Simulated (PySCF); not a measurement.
C3H8OSe, SMILES CC[Se]OC.

Geometry optimised at TPSSh-D3(BJ)/def2-SVP. The values are those of a single conformer.

Calculation: ωB97X/def2-TZVP in PySCF.

The molecule is in vacuum.

Problem. Estimate the frontier levels, gap, dipole moment and polarisability. (The exact figures need the calculation; the answer reports its results.)

Solution. 
```
Item                                                                                                            Value
---------------------------------------------------------------------------------------------  ----------------------
highest occupied level                                                                                       -8.58 eV
lowest empty level                                                                                            1.36 eV
orbital gap                                                                                                   9.94 eV
dipole moment                                                                                                  1.74 D
quadrupole, principal values (traceless, Buckingham form, about the centre of nuclear charge)  -5.78, -0.93, 6.71 D·Å
mean static polarisability                                                                      68.0 bohr³ (10.08 Å³)
polarisability, principal values                                                               54.9, 69.1, 80.1 bohr³
```
